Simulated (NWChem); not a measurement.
Species: SiHCl2F; SMILES F[SiH](Cl)Cl

All runs: NWChem. The geometry was optimised at PBE0/def2-SVP. Level: PBE/def2-SVP with SMD (1 M gas to 1 M solution), gas-phase geometry. Reactions with the solvent are ignored.

Q: Order these by “solvation free energy (kcal/mol)”, lowest first: water; N,N-dimethylformamide; methanol; ethylene glycol.

A: methanol (-2.8), N,N-dimethylformamide (-2.2), ethylene glycol (-1.3), water (0.8)
